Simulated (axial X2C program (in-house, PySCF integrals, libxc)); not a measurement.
## Nuclear properties of HGeH⁺

Calculated with an axial X2C code built on PySCF integrals: two-component X2C with atomic mean-field Coulomb and Gaunt terms, Gaussian nuclei, basis H dyall-v3z, Ge dyall-v3z with contracted cores.

H–Ge–H held linear, with bonds 1.500 and 1.500 Å (near the PBE0 minimum at charge 1 of the determinant lowest at the starting distance; the state shown can have its own minimum elsewhere, held linear; other orders of the atoms were not compared).

Input and command:
```json
{"zs": [1, 32, 1], "q": 1, "bas": ["dyall-v3z", "dyall-v3z", "dyall-v3z"], "r0": [1.53, 1.53], "symm": 1, "scan": ["PBE0", "HF", "PBE"], "levels": ["PBE0", "HF", "r2SCAN"], "nst": 2}
```
```bash
python solin.py task.json out
```

Keys: zs atomic numbers; q charge; bas basis sets; r0 starting distance in Å; symm equal bonds; scan levels of the two-bond scan; levels methods; nst determinants followed.

Determinant lowest in the PBE0 search, Ω = 1/2 (⟨Sz⟩ = -0.50, ⟨Lz⟩ = 1.00 at PBE0), spin on the atoms H 0.02, Ge -0.54, H 0.02:

| level | A∥/gI H (MHz) | qzz H (a.u.) | A∥/gI Ge (MHz) | qzz Ge (a.u.) |
| --- | --- | --- | --- | --- |
| PBE0 | 20.8 | 0.13 | 1210 | -4.18 |
| HF | 35.2 | 0.14 | 440 | -4.75 |
| r2SCAN | 23.9 | 0.13 | 1270 | -4.11 |

Determinant 0.15 eV from it at PBE0 and this distance, Ω = 3/2 (⟨Sz⟩ = 0.50, ⟨Lz⟩ = 1.00 at PBE0), spin on the atoms H -0.02, Ge 0.54, H -0.02:

```csv
level,A∥/gI H (MHz),qzz H (a.u.),A∥/gI Ge (MHz),qzz Ge (a.u.)
PBE0,-1.57,0.14,508,-4.34
HF,-6.47,0.14,689,-4.91
r2SCAN,-2.54,0.13,494,-4.26
```

A∥ (defined per Ω) follows by multiplying with gI = μI/(I μN); qzz is the electric field gradient, eQq0 = 234.96 MHz × Q/barn × qzz. The operators were transformed with the bare-nucleus X2C matrices; with these basis sets, hyperfine constants and field gradients can be off by tens of per cent, and where levels differ in sign neither size nor sign is settled.

(1) With gI(1H) = 5.5857, Q(73Ge) = -0.196 barn (g factors from the IAEA table of nuclear moments by Stone; Q from Pyykkö, Mol. Phys. 2018), turn the PBE0 values of the first state into constants in MHz.

The molecule was held linear; bending was not examined, so a bent shape may lie lower.

Each state is one determinant with collinear spin. Unrestricted Hartree–Fock can overshoot spin polarisation at the nuclei. The search compared states at one distance, so a state with another bond length can lie lower. Where a field gradient or hyperfine factor spreads by more than a factor of two over the levels, a constant derived from it is not to be relied on. PBE0 term energies can be off by some tenths of an eV.

Results:

(1) A∥(1H) = 20.8 × 5.5857 = 116 MHz; eQq0(73Ge) = 234.96 × (-0.196) × (-4.18) = 192 MHz.
